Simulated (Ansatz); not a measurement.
`BCB` + `[SH][GeH3]` → `B[S][GeH3]` + `BC` at 700 K and 1 bar (ligand exchange at a B–C bond).

Computed with Ansatz on PBE0-D4/def2-TZVP structures; ΔE is electronic, products minus reactants. CBS: MP2 limit from def2 TZ/QZ plus the TZ coupled-cluster correction, frozen cores. This one scheme is used for every species. For Ge outer-core shells are correlated without core-valence functions, which leaves a few kJ/mol of doubt a bond. Scalar relativity is left out up to krypton.

```csv
species,CCSD(T)/CBS energy (Eh),H − E (kJ/mol),S (J/(mol·K))
`BCB`,-91.21084,235.7,370.5
`[SH][GeH3]`,-2476.30083,133.1,357.0
`B[S][GeH3]`,-2501.70931,184.0,418.2
`BC`,-65.83255,189.6,311.0
```

H − E and S are ideal-gas, rigid-rotor, harmonic terms from PBE0-D4/def2-TZVP. 1 Eh = 2625.50 kJ/mol, R = 8.31446 J/(mol·K).

Problem. By hand: ΔE, ΔH, ΔS and ΔG.

Solution. ΔE = (-2501.70931) + (-65.83255) − (-91.21084) − (-2476.30083) = -0.03019 Eh = -79.3 kJ/mol. Δ(H − E) = 184.0 + 189.6 − 235.7 − 133.1 = 4.8, so ΔH = -74.5 kJ/mol. ΔS = 418.2 + 311.0 − 370.5 − 357.0 = 1.7 J/(mol·K). ΔG = -74.5 − 700 × (1.7)/1000 = -75.7 kJ/mol.

Problem. By hand: the equilibrium constant, and the temperature at which ΔG would vanish if ΔH and ΔS stayed fixed.

Solution. log₁₀ K = −ΔG/(RT ln 10) = 5.6. ΔH and −TΔS have one sign here, so there is no such temperature. One of them is within its doubt of zero, so this could turn.

The number of gas molecules stays the same, so ΔS is small and ΔH decides. A doubt of 5 kJ/mol in ΔE shifts log₁₀ K by 0.4 here. Modes under 60 cm⁻¹, often nearly free rotors, make the harmonic entropy too high. These are equilibria of isolated gas molecules and say nothing of rates. Largest T1 diagnostic: 0.014 (customary marks: 0.02 for closed shells, 0.045 for open ones).
